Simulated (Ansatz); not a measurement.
Reaction (redistribution): `[OH][GeH2][I]` + `[O]=[Mo]([OH])([F])=[S]` → `[F][GeH2][I]` + `[O]=[Mo]([OH])([OH])=[S]`

Gas-phase electronic energies from Ansatz, PBE0-D4/def2-TZVP geometries. CCSD(T)/CBS is the MP2 limit (def2-TZVPP, def2-QZVPP) plus CCSD(T) − MP2 in def2-TZVPP, frozen cores. Functionals use def2-TZVPP. HSE06 is defined as in plane-wave codes. def2 core potentials past Kr. For Ge, I, Mo outer-core shells are correlated without core-valence functions, which leaves a few kJ/mol of doubt a bond. Scalar relativity is left out up to krypton. Each species was taken in one conformer, which may not be the lowest.

Problem. Is it downhill or uphill in electronic energy at CCSD(T)/CBS, and by how much? (Best estimate.)

Solution. The calculation gave: Nearly level: ΔE = -0.1 kcal/mol.

Problem. What do these levels give: LDA (SPW92), revPBE-D4, r2SCAN-D4, B97M-V, BHLYP-D4, CAM-B3LYP-D4, PBE-QIDH, revPBE, HSE06, CCSD/def2-TZVPP, SCS-MP2/def2-QZVPP, CCSD/CBS(def2)? (An estimate is asked.)

Solution. Ansatz gave: LDA (SPW92) 0.4, revPBE-D4 0.6, r2SCAN-D4 0.5, B97M-V 0.3, BHLYP-D4 -0.7, CAM-B3LYP-D4 -0.2, PBE-QIDH 0.1, revPBE 0.9, HSE06 0.2, CCSD/def2-TZVPP -0.2, SCS-MP2/def2-QZVPP 0.1, CCSD/CBS(def2) -0.2 kcal/mol.

Largest T1 diagnostic among the species: 0.025, so the coupled-cluster value is less sure than usual.

In def2-TZVPP, CCSD(T) changes the Hartree–Fock value by +0.9 kcal/mol (the triples alone add +0.2 kcal/mol) and MP2 by +1.0 kcal/mol. From BLYP to BHLYP (50 % exact exchange), in def2-TZVPP and without D4, ΔE moves by −0.9 kcal/mol. Leaving LDA and LC-ωPBE aside and taking each functional with its dispersion term where it has one, the values, not all of them listed here, spread over 1.3 kcal/mol, from BHLYP-D4 to PBE-D4.
